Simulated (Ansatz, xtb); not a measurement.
A geometry optimisation of Ge2H6Si with r2SCAN-D4/def2-SVP

The starting geometry of this gas-phase singlet has its atoms placed at random.

```xyz
9

Ge   -0.8108   -0.9986    0.3183
Ge    2.0851    0.9016    0.5042
Si    0.2978    1.7487   -1.6700
H    -1.2619    0.3102   -0.2986
H    -0.7796   -0.2239    1.6576
H    -1.7753   -0.9711   -0.6203
H     1.6514   -0.3552    1.7532
H     0.1423    0.3417   -0.4861
H     1.3651    0.2774   -0.3569
```

Task: Guess where an optimisation with r2SCAN-D4/def2-SVP ends from this start.

Result: It ends as a structure with H9 bridging Ge2 and Si3, given below by its coordinates. Distances that change by over a tenth: Ge1–H6 (1.35 → 1.54 Å), Ge1–H8 (1.83 → 1.61 Å), Ge2–H7 (1.82 → 1.59 Å), Ge2–H9 (1.28 → 1.90 Å). Contacts that close: Ge2–Si3 (2.94 → 2.34 Å), Si3–H9 (2.24 → 1.64 Å).

The energy falls by 8.41 eV over 28 steps:

```
step  E − E(last) (eV)
   1             8.414
   4             3.400
   7             2.050
  10             0.237
  13             0.108
  16             0.079
  19             0.042
  22             0.020
  25             0.001
  28             0.000
```

Final geometry (Å):

```xyz
9

Ge   -1.1804   -0.4586    0.1167
Ge    2.2058    1.4948    0.6999
Si    1.2537    0.9832   -1.3765
H    -1.6954    0.8313    0.7502
H    -0.3471   -1.3108    1.0702
H    -2.3219   -1.2633   -0.5271
H     1.1014    0.8579    1.6446
H    -0.2421   -0.0760   -1.1339
H     2.1399   -0.0276   -0.4426
```

From the same start GFN2-xTB ends elsewhere, in pieces: GeH2Si + GeH4.

From so rough a start the end depends on the optimiser's path, so another program may land elsewhere. No frequencies were run, so the end isn't proven a minimum. Run with Ansatz 0.2.0, 38 s on 2 threads of Intel(R) Xeon(R) 6975P-C (Granite Rapids), on a shared host.
